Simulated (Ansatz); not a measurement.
Consider the ligand exchange at the Nb–O bond: `[CH3][Nb]([OH])([OH])=[S]` + H–F → `[CH3][Nb]([OH])([F])=[S]` + H₂O.

Gas-phase electronic energies from Ansatz, PBE0-D4/def2-TZVP geometries. CBS: MP2 limit from def2 TZ/QZ plus the TZ coupled-cluster correction, frozen cores. This one scheme is used for every species. def2 core potentials past Kr. For Nb outer-core shells are correlated without core-valence functions, which leaves a few kJ/mol of doubt a bond. One conformer a species, not always the lowest.

```csv
species,CCSD(T)/CBS(def2) energy (Eh)
`[CH3][Nb]([OH])([OH])=[S]`,-646.25735
H–F,-100.39570
`[CH3][Nb]([OH])([F])=[S]`,-670.28419
H₂O,-76.37941
```

**Question.** Work out ΔE.

**Answer.** ΔE = (-670.28419) + (-76.37941) − (-646.25735) − (-100.39570) = -0.01055 Eh = -6.6 kcal/mol.

Largest T1 diagnostic among the species: 0.023, so the coupled-cluster value is less sure than usual.

From PBE to PBE0 (25 % exact exchange), in def2-TZVPP and without D4, ΔE moves by +0.8 kcal/mol. The D4 term adds +0.8 kcal/mol with B3LYP and +0.5 kcal/mol with PBE0; it sums over pairs of atoms, weighted by their polarisabilities, and B3LYP, whose exchange is more repulsive, gets the larger term. Leaving LDA and LC-ωPBE aside and taking each functional with its dispersion term where it has one, the values, not all of them listed here, spread over 2.4 kcal/mol, from B97M-V to PBE-QIDH. LDA lies +1.7 kcal/mol from PBE without D4.

B3LYP here is the variant with VWN-RPA as its local correlation; programs differ in this.
